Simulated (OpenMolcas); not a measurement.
As⁺: effect of the basis set

```
Program             : OpenMolcas
Method              : SS-RASPT2, IPEA 0.25 Eh, imaginary shift 0.1 Eh (closed shells correlated: 3d)
Active space        : 4 electrons in 9 orbitals (RAS2 4s 4p; RAS3 4d, at most 2 electrons)
State averaging     : 2S+1 = 3 even, 6 roots; 2S+1 = 1 even, 6 roots; 2S+1 = 5 odd, 1 root; 2S+1 = 3 odd, 8 roots; 2S+1 = 1 odd, 8 roots
Spin-orbit coupling : state interaction with AMFI integrals over the reference wave functions, term energies averaged over their components
```

A. ANO-RCC-VTZP [6s5p3d1f], DKH2, point nucleus; CASPT2 step of the order of 16 core-seconds
B. ANO-RCC-VQZP [7s6p4d2f1g], DKH2, point nucleus; CASPT2 step roughly 13 core-seconds
C. ANO-RCC [9s8p6d4f2g], DKH2, point nucleus; CASPT2 step roughly 30 core-seconds

Energies in cm⁻¹ above 4s² 4p² ³P₀, the measured ground level; measured values from NIST Handbook of Basic Atomic Spectroscopic Data.

```csv
Level,A,B,C,Measured
4s² 4p² ³P₀,0.0,0.0,0.0,0.0
4s² 4p² ³P₁,951,938,950,1063
4s² 4p² ³P₂,2320,2280,2310,2541
4s² 4p² ¹D₂,10140,9940,10080,10096
4s² 4p² ¹S₀,22940,22610,22750,22599
4s 4p³ ⁵S°₂,50800,51750,52790,54817
4s 4p³ ³D°₁,71840,72010,72720,73750
4s 4p³ ³D°₂,71890,72060,72770,73862
4s 4p³ ³D°₃,72130,72300,73020,74244
```

Deviations, from unrounded energies. A percentage is the sum of absolute deviations over the sum of measured energies, with the sign that they share, or ± where signs differ.

| Against measurement | Levels | A | B | C |
| --- | --- | --- | --- | --- |
| mean absolute deviation (cm-1) | 8 | 1300 | 1100 | 740 |
| fine structure of the ground term (%) | 2 | -9.3 | -10.6 | -9.5 |
| other terms of the ground configuration (%) | 2 | +1.2 | ±0.5 | ±0.5 |
| other configurations (%) | 4 | -3.6 | -3.1 | -1.9 |

C lies closest to measurement on these levels and A furthest from it. The largest miss of C in the table is 4s 4p³ ⁵S°₂, by -2000 cm-1. The ranking rests on the paired levels alone, and a cruder setting can come out closer through cancelling errors.

Among A to C the level of the table that moves most is 4s 4p³ ⁵S°₂, by 2000 cm-1 (lowest in A, highest in C). Moves below CASPT2's spread within the term are not significant.

CASPT2 does not keep the components of a term degenerate, so their means are used; among the terms shown or strongly mixed into the levels shown the widest spread is 19 cm-1 (4s² 4p² ¹D, C). Over all roots computed the reference weight is 0.92 to 0.98 in B, 0.90 to 0.97 in C; the roots of lowest weight are the least certain, and an intruder state may touch them. The run also gave levels led by 4s 4p² 4d, 4s² 4p 4d, which use shells meant for correlation; these and all levels above them are left out. Some terms mix strongly with configurations of 4d, whose occupation reaches 0.27 (4s 4p³ ³D°, 4s 4p³ ³P°) (figures for A; the like holds for B, C). Measured partners are found by configuration, term and J. A level has none where our copy of the source lacks it or the pairing is in doubt (some pairs that miss far off the trend of their configuration count as doubtful), and it then counts in no deviation. Only configurations of the active space appear. Levels that lie high or do not pair safely by name in every column are left out.

° marks odd parity.
